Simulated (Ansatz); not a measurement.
A made-up structure of C2H2In, doublet:

```tsv
atom	x (Å)	y (Å)	z (Å)
C1	-1.5469	-0.2113	-0.1808
C2	-0.3696	0.0733	-0.1273
In3	1.6337	0.7570	-0.1749
H4	-2.5787	-0.4799	-0.2146
H5	-1.3489	-0.3831	0.8462
```

It is relaxed with PBE-D4/def2-SVP and then PBE0-D4/def2-TZVP (Ansatz 0.2.0). Atoms count as bonded within 1.22 times the sum of their covalent radii (H–H: 0.88 Å). The end point is not checked to be a true minimum.

(1) Does its bonding change? (Judge from chemistry; the calculation decides.)

## Answers

(1) The calculation gives: No: no bond forms or breaks.

Where it ends: The first stage lowers the energy by 2.12 eV in 8 steps. It ends as C₂H₂In ([CH2][C][In]):
```
atom    x (Å)    y (Å)    z (Å)
  C1  -1.5177  -0.2828   0.1724
  C2  -0.3052   0.1375  -0.0844
 In3   1.7335   0.8431  -0.5142
  H4  -2.2981  -0.3234  -0.5927
  H5  -1.8230  -0.6184   1.1674
```

Labels in which every atom is bracketed show which atoms are joined, not bond orders.

For scale, one of the runs: PBE0-D4/def2-TZVP relaxation, 124 basis functions, launched by `ansatz run in.yaml --threads 2 --pin off --events-out ev --progress --plain --max-ram 4352MiB`. The run took about 25 s on 2 CPU threads of an Arm Neoverse V2 (shared host).
